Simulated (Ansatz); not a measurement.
`[SiH3][GeH2][SiH2][GeH2][SiH3]` and `[SiH3][GeH2][SiH2][GeH2][SiH2][GeH3]` differ in one atom or group.

Ansatz, PBE0-D4/def2-TZVP geometries, multiplicity 1. Each molecule was computed in one conformer, which needn't be the lowest.

Scalar relativity is left out up to krypton.

| property | `[SiH3][GeH2][SiH2][GeH2][SiH3]` |
| --- | --- |
| LUMO energy (B3LYP/def2-TZVPP) / eV | -0.49 |
| LUMO energy (PBE/def2-TZVPP) / eV | -1.11 |
| HOMO energy (B3LYP/def2-TZVPP) / eV | -7.55 |
| size of the dipole moment (PBE/def2-TZVPP) / D | 0.06 |
| HOMO energy (PBE/def2-TZVPP) / eV | -6.76 |
| HOMO–LUMO gap (B3LYP/def2-TZVPP) / eV | 7.06 |

Problem. What does the change do to each property? (Best estimate.)

Solution. Ansatz gave: 
| property | `[SiH3][GeH2][SiH2][GeH2][SiH2][GeH3]` | shift |
| --- | --- | --- |
| LUMO energy (B3LYP/def2-TZVPP) / eV | -0.59 | -0.10 |
| LUMO energy (PBE/def2-TZVPP) / eV | -1.21 | -0.10 |
| HOMO energy (B3LYP/def2-TZVPP) / eV | -7.53 | 0.02 |
| size of the dipole moment (PBE/def2-TZVPP) / D | 0.08 | 0.02 |
| HOMO energy (PBE/def2-TZVPP) / eV | -6.75 | 0.01 |
| HOMO–LUMO gap (B3LYP/def2-TZVPP) / eV | 6.94 | -0.12 |

Dipoles are sizes alone; their direction can turn.

B3LYP here is the variant with VWN-RPA as its local correlation; programs differ in this.
